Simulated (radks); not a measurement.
Q: These are the eigenvalues of the occupied orbitals of an atom or ion with whole-number occupations (hartree). All-electron calculation, scalar-relativistic Kohn-Sham, AM05, spin-unpolarised, spherical densities, finite nucleus; Fermi nuclear charge, rms radius of each element as measured or else 0.836 A^(1/3) + 0.57 fm. Program: a radial shooting solver on a logarithmic mesh with Libxc functionals.

| orbital | eigenvalue |
|---|---|
| 1s | -552.4090 |
| 2s | -74.44664 |
| 2p | -66.11707 |
| 3s | -11.65441 |
| 3p | -8.98316 |
| 3d | -4.55628 |
| 4s | -1.84975 |
| 4p | -1.23927 |

Which element is it, and in what charge state? The configuration may be excited.

A: Z = 37, rubidium, charge +2: Rb2+ in [Ar] 3d10 4s2 4p5. The list shows which subshells hold electrons but not how many an open one holds; the 1s level, -552.41 hartree, gives Z - s = 33.2 by -(Z - s)^2/2, which with screening and relativity narrows Z to a few neighbours, and the depths of the outer levels then fix element, charge and occupations together.
